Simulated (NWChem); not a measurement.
Species: C2H5ClOSi; SMILES Cl[Si@@H]1CCO1

```xyz
10

Cl     0.0002    -1.9363    -0.2854
Si     0.0284    -0.0677     0.6258
C     -1.1938     1.2042    -0.0442
C      0.0999     1.8923    -0.5633
O      1.1494     1.0133    -0.0503
H      0.2080    -0.3240     2.0900
H     -1.7546     1.7888     0.7106
H     -1.8894     0.8556    -0.8305
H      0.1561     1.9404    -1.6723
H      0.2462     2.9174    -0.1606
```
Atoms are numbered in this order, from 1.

Results from NWChem. Medium grid unless said otherwise, to which SCAN and Minnesota functionals are sensitive. Structure relaxed at the PBE-D3(BJ)/def2-SVP level. Hybrids' shares of exact exchange are those that their runs print; pure functionals count as 0. The functionals differ in more than this share.

| row | share of exact exchange | highest occupied level (eV) |
|---|---|---|
| PBE/def2-SVP | 0.00 | -6.59 |
| LDA (Slater exchange, PW92)/def2-SVP | 0.00 | -6.67 |
| B3LYP/def2-SVP | 0.20 | -7.87 |
| PW6B95/def2-SVP | 0.28 | -8.31 |
| MN15/def2-SVP | 0.44 | -8.96 |
| M06-2X/def2-SVP | 0.54 | withheld |

Question: Fit a straight line of the last column on the one before it, predict the withheld value, and compare with the run.

Answer: 
1. Means of the 5 shown rows: x = 0.184, y = -7.680. Slope Σ(x − x̄)(y − ȳ)/Σ(x − x̄)² = -0.7776/0.1427 = -5.448; intercept -6.678.
2. The shown rows scatter about the line by 0.093 (root mean square); the largest residual is +0.12, at MN15/def2-SVP.
3. At x = 0.54 (M06-2X/def2-SVP; beyond the shown range) the line gives -9.62.
4. The run gives -9.60, +0.02 from the line, 0.2 times the scatter.
